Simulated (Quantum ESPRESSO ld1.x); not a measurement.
The numbers below are computed, except where a source is named.
Valence configurations of Pd2+ (all share [Kr]). Level of theory: scalar-relativistic Kohn-Sham, LDA (Slater exchange, Perdew-Wang correlation), spin-polarised, spherical densities, point nucleus; open shells are filled with parallel spins first (ld1.x of Quantum ESPRESSO 7.5). Energies are relative to 4d8; eigenvalues in eV for spin up.

valence          E (eV)  moment (Bohr magnetons)    e(4d)    e(5p)    e(5s)
4d8               0.000                        2  -28.182        -        -
4d7.5 5s0.5       3.094                        3  -30.270        -  -22.013
4d7.5 5p0.5       6.405                        3  -30.870  -15.809        -
4d7 5s1           6.424                        4  -32.379        -  -23.054
4d7 5p1          13.285                        4  -33.551  -16.940        -
4d6 5s2          15.896                        4  -36.628        -  -24.475
4d6 5s1 5p1      21.284                        6  -37.823  -18.323  -25.698
4d5.5 5s2 5p0.5  24.408                        5  -39.434  -18.273  -25.823
4d5.5 5s1 5p1.5  29.570                        7  -40.555  -19.275  -26.931
4d5.5 5p2.5      37.268                        7  -41.632  -19.842        -

NIST lists [Kr] 4d8 as the ground configuration; this level of theory agrees among the configurations tried. The energies are those of spherical high-spin densities, not of single terms.
